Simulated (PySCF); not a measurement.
**Spin states of TeH**

Unrestricted PBE0; basis Te x2c-TZVPPall, H x2c-TZVPPall; spin-free X2C with a Gaussian nucleus; PySCF 2.14. Outer shells of the fragments: Te 4d10 5s2 5p4; H 1s1.

Followed along the bond (rough minima from three points):

```tsv
2Ms+1	unpaired	⟨S²⟩ at the start	R at minimum (Å)	Te (eV)
2	π ↑	0.75	1.66	0.00
4	σ ↑, π ↑↑	3.75	none in the scan	≤ 3.61
```

Solutions found at the starting distance of 1.640 Å, counted from the lowest of them; the search is not exhaustive and high or unbound solutions are not listed, so other states can lie among these:

| 2Ms+1 | unpaired | term | E (eV) | ⟨S²⟩ | ⟨Lz²⟩ | μ (D) |
| --- | --- | --- | --- | --- | --- | --- |
| 2 | π ↑ | ²Π | 0.00 | 0.75 | 1.01 | 0.19 |
| 2 | σ ↑ | ²Σ⁺ | 3.67 | 0.76 | 0.00 | 0.95 |
| 4 | σ ↑, π ↑↑ | ⁴Σ⁻ | 4.16 | 3.75 | 0.00 | -1.04 |
| 2 | σ ↓, π ↑↑ | mixed | 4.61 | 1.76 | 0.00 | -1.12 |
| 2 | σ ↑, π ↑↓ | mixed | 4.72 | 1.76 | 2.03 | -1.05 |
| 4 | σ ↑↑, π ↑ | ⁴Π | 6.65 | 3.75 | 1.01 | 0.07 |

A term symbol is given only where ⟨S²⟩ and ⟨Lz²⟩ are close to those of a pure state; real π, δ and φ orbitals otherwise mix terms. A positive dipole means Te(−)H(+).

Spin–orbit coupling is left out. Counting both spins, an empty level lies below a filled one in some of these solutions, because spin and occupation are held.
